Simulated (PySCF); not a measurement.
Ligand exchange on a metal centre used in film growth or etching (Sc Cl-NH2). Gas-phase values, no solvent. One relaxed conformer stands for each flexible species; it need not be the lowest.

The HOMO from two functionals at the same geometries (BP86-D3(BJ)/def2-SVP), both in PySCF: PBE-D3(BJ)/def2-TZVP and B3LYP-D3(BJ)/def2-TZVP. B3LYP has the VWN-RPA correlation part, as in Gaussian. 

| species | B3LYP-D3(BJ)/def2-TZVP (eV) |
|---|---|
| 0 of 3 Cl replaced by NH2 ([Sc(Cl)3]) | -8.97 |
| 1 of 3 Cl replaced by NH2 | -7.82 |
| 2 of 3 Cl replaced by NH2 ([Sc(Cl)(NH2)2]) | -7.08 |
| 3 of 3 Cl replaced by NH2 | -6.33 |

**Question.** What does PBE-D3(BJ)/def2-TZVP give for each?

**Answer.** 
- 0 of 3 Cl replaced by NH2 ([Sc(Cl)3]): -7.88
- 1 of 3 Cl replaced by NH2: -6.70
- 2 of 3 Cl replaced by NH2 ([Sc(Cl)(NH2)2]): -5.95
- 3 of 3 Cl replaced by NH2: -5.19
Over these rows, drawn at random from the members with no instability flagged (it was tested for open shells, ions and some series alone), PBE minus B3LYP-D3(BJ): mean +1.12 eV, from +1.09 eV to +1.14 eV.
